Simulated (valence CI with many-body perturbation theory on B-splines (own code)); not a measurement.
**Which ion has this spectrum?**

A relativistic CI+MBPT calculation for an atom or ion with 21 electrons gives these levels (cm⁻¹):

| J | Parity | E | g |
| --- | --- | --- | --- |
| 3/2 | even | 0 | 0.57 |
| 5/2 | even | 79204 | 1.04 |
| 7/2 | even | 120166 | 1.12 |
| 3/2 | even | 122878 | 1.29 |
| 9/2 | even | 134225 | 1.12 |
| 1/2 | even | 144055 | 1.97 |
| 7/2 | even | 214114 | 1.01 |
| 5/2 | even | 219085 | 1.49 |
| 9/2 | even | 226887 | 1.12 |
| 3/2 | even | 254481 | 1.16 |
| 1/2 | even | 267459 | 1.36 |
| 11/2 | even | 280225 | 1.09 |
| 5/2 | even | 299517 | 1.18 |
| 5/2 | even | 318516 | 1.00 |

The energies are calculated, and their last digits are not significant.

(1) Which is it?
A. Sn29+
B. Xe33+
C. I32+
D. Sb30+

Answers

(1) C. I32+, ground level (3d3/2^3) J=3/2.
